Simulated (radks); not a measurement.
Results of a calculation; reference values are marked as such.
How relativity changes the ionisation of neutral tellurium ([Kr] 4d10 5s2 5p4) to Te+ ([Kr] 4d10 5s2 5p3). Spin-unpolarised spherical Kohn-Sham, LDA (Slater exchange, Perdew-Wang correlation), point nucleus unless stated (finite: rms radius 4.7423 fm), a radial shooting solver on a logarithmic mesh with Libxc functionals. A level marked "c x" has the speed of light scaled by that factor and shares open shells by 2j + 1; other Dirac levels either fill j = l - 1/2 first or share by 2j + 1.

| level | E(Te) (hartree) | E(Te+) (hartree) | IE (eV) | HOMO | <r> HOMO (bohr) |
|---|---|---|---|---|---|
| non-rel. | -6608.61025 | -6608.24483 | 9.944 | 5p | 2.679 |
| scalar-rel. | -6788.84870 | -6788.48452 | 9.910 | 5p | 2.663 |
| scalar-rel., finite nucleus | -6788.64095 | -6788.27676 | 9.910 | 5p | 2.663 |
| Dirac, 2j+1 shares | -6791.16614 | -6790.80115 | 9.932 | 5p3/2 | 2.707 |
| Dirac, low j first | -6791.18617 | -6790.83624 | 9.522 | 5p3/2 | 2.716 |
| Dirac, 2j+1 shares, finite nucleus | -6790.95770 | -6790.59271 | 9.932 | 5p3/2 | 2.707 |
| Dirac, c x 0.75 | -6954.03036 | -6953.66476 | 9.948 | 5p3/2 | 2.734 |
| Dirac, c x 2 | -6651.82761 | -6651.46239 | 9.938 | 5p3/2 | 2.686 |
| Dirac, c x 3 | -6627.63485 | -6627.26953 | 9.941 | 5p3/2 | 2.682 |

NIST Atomic Spectra Database: 9.010 eV (measured). The relativistic part of the total energy of Te is -182.3 hartree (Dirac, 2j+1 shares, finite nucleus), 2.8 % of the non-relativistic value. Spin polarisation and multiplet splitting of open shells are left out at every level.

Beside tabulated values, note that relativity, absent from the non-relativistic runs, is large for the heavy elements, and spin-unpolarised runs miss the spin-polarisation part of the exchange energy of open shells.
